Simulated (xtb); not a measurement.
xtb input:

```bash
xtb mol.xyz --gfn 1 --opt tight --chrg 0 --uhf 0
```
mol.xyz:
```
19

C      2.17420343     1.40974100     0.06886423
S      1.03349448     0.85106592    -1.24976631
Si    -0.04051763    -0.69950141    -0.22281672
C     -1.28498198    -1.32182849    -1.47116640
C      1.08943801    -2.05406687     0.39582057
S     -0.97972076     0.07729014     1.54548159
C     -2.01087807     1.40992834     0.82930332
H      2.63058316     2.33489745    -0.27639565
H      1.62449789     1.59694787     0.98927457
H      2.95365707     0.67147689     0.24541355
H     -1.88325940    -2.12398113    -1.03526766
H     -0.77836936    -1.70935441    -2.35756781
H     -1.95981678    -0.52630804    -1.78953929
H      0.51566168    -2.82606363     0.91287171
H      1.83295546    -1.66384151     1.09189676
H      1.61453035    -2.51539058    -0.44254147
H     -1.41413930     2.03470888     0.16754059
H     -2.37900947     2.00830198     1.65986311
H     -2.85711224     0.99528502     0.28551092
```

Predict the final energy.

-24.25682 Eh (GFN1-xTB).
